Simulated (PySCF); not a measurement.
# Radial density of Er (erbium, neutral)

UHF, [Xe] 4f12 5d2, one real determinant (an excited configuration). Calculation: PySCF 2.14, in x2c-TZVPPall (11s7p7d4f2g, 113 functions); the spin-free X2C one-electron Hamiltonian (Gaussian nucleus).

| r (bohr) | 4πr²ρ (e/bohr) | 4πr²(ρα − ρβ) |
| --- | --- | --- |
| 0.0246 | 80.73 | 0.0000 |
| 0.0414 | 99.67 | 0.0002 |
| 0.0696 | 120.2 | 0.0060 |
| 0.117 | 92.20 | 0.0590 |
| 0.197 | 105.3 | 0.4614 |
| 0.331 | 49.72 | 1.8842 |
| 0.557 | 55.53 | 2.7074 |
| 0.937 | 18.57 | 1.3552 |
| 1.58 | 7.554 | 0.5204 |
| 2.65 | 1.202 | 0.4287 |
| 4.46 | 0.3313 | 0.3267 |
| 7.50 | 0.1052 | 0.1052 |
| 12.6 | 0.001880 | 0.0019 |

Densities and radii are taken from the X2C orbitals without a picture-change correction, which distorts them close to the nucleus.

⟨L²⟩ = 36.04 against 72 for a pure L term, so this real determinant mixes terms. Spin-orbit coupling, absent here, splits the open shell strongly.
